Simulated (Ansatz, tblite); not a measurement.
Isomers of Si4O (singlet), found by a short tight-binding search and relaxed with PBE0-D4/def2-SVP in Ansatz.

The xTB rows come from tblite. Correlated methods freeze 21 core orbitals.

Run but left out: HF/def2-TZVPP (A: restricted singlet, unstable towards broken spin symmetry); PBE-QIDH/def2-TZVP (A: restricted singlet, unstable in another Hartree–Fock run and untested here).

A: The restricted singlet is unstable towards broken spin symmetry in Hartree–Fock (as tested in another run); at PBE-D4/def2-TZVP, r2SCAN-D4/def2-TZVP, PBE0-D4/def2-TZVP, ωB97X-V/def2-TZVP this wasn't settled. At CCSD(T)/def2-TZVPP T1 of the charge 0 singlet is large (up to 0.028), so the single-reference result is doubtful. At CCSD(T)/def2-TZVPP the restricted singlet (for correlated methods, its reference) is unstable: a solution with broken spin symmetry lies lower. B: At CCSD(T)/def2-TZVPP T1 of the charge 0 singlet is large (up to 0.023), so the single-reference result is doubtful. At CCSD(T)/def2-TZVPP the restricted singlet (for correlated methods, its reference) is unstable: a solution with broken spin symmetry lies lower.

Other spin states were run for one of them alone.

A:

| atom | x (Å) | y (Å) | z (Å) |
| --- | --- | --- | --- |
| O1 | -2.220 | 0.367 | 0.271 |
| Si2 | 1.564 | -0.257 | -0.213 |
| Si3 | 0.986 | 0.107 | 1.927 |
| Si4 | -0.703 | 0.120 | 0.116 |
| Si5 | 0.373 | -0.338 | -2.101 |

B:

```
atom    x (Å)    y (Å)    z (Å)
  O1   0.6704  -1.6415   0.3617
 Si2  -0.1316   1.3003  -0.9811
 Si3  -1.4001   1.5908   1.0050
 Si4   1.1349  -0.9682  -1.1447
 Si5  -0.2736  -0.2813   0.7591
```

Problem. Estimate which lies lowest at each level, and how far above it the others are (eV).

Solution. 
```tsv
level	A	B
GFN2-xTB	0.00	0.72
PBE-D4/def2-TZVP	0.99	0.00
r2SCAN-D4/def2-TZVP	1.02	0.00
PBE0-D4/def2-TZVP	1.13	0.00
ωB97X-V/def2-TZVP	1.22	0.00
MP2/def2-TZVPP	1.11	0.00
CCSD/def2-TZVPP	1.19	0.00
CCSD(T)/def2-TZVPP	1.12	0.00
```
Point groups (tolerance 0.1 Å): A not assigned, B Cs. Lower isomers may exist.
